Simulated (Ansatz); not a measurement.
One change: `O=CC[SiH3]` becomes `O=CCBCl`.

Ansatz, PBE0-D4/def2-TZVP geometries, multiplicity 1. Each molecule was computed in one conformer, which needn't be the lowest.

```tsv
property	`O=CC[SiH3]`
LUMO energy (ωB97M-V/def2-TZVPP) / eV	1.46
LUMO energy (PBE/def2-TZVPP) / eV	-2.10
size of the dipole moment (ωB97M-V/def2-TZVPP) / D	2.75
size of the dipole moment (B3LYP/def2-TZVPP) / D	2.74
zero-point energy (PBE0-D4/def2-TZVP) / kJ/mol	185.7
HOMO–LUMO gap (PBE/def2-TZVPP) / eV	4.02
```

Question: Give the same properties after the change, and the shifts. (An estimate is asked.)

Answer: Computed: 
```csv
property,`O=CCBCl`,shift
LUMO energy (ωB97M-V/def2-TZVPP) / eV,0.31,-1.15
LUMO energy (PBE/def2-TZVPP) / eV,-2.71,-0.61
size of the dipole moment (ωB97M-V/def2-TZVPP) / D,2.47,-0.28
size of the dipole moment (B3LYP/def2-TZVPP) / D,2.46,-0.28
zero-point energy (PBE0-D4/def2-TZVP) / kJ/mol,157.7,-28.0
HOMO–LUMO gap (PBE/def2-TZVPP) / eV,3.37,-0.65
```

With PBE0 the HOMO rises by 0.06 eV and the LUMO falls by 0.86 eV, so the gap narrows by about 0.92 eV. PBE moves the HOMO by 0.05 eV and ωB97M-V by 0.09 eV. The zero-point energy changes by -28.0 kJ/mol with -3 modes. Dipoles are sizes alone; their direction can turn.

B3LYP here is the variant with VWN-RPA as its local correlation; programs differ in this.
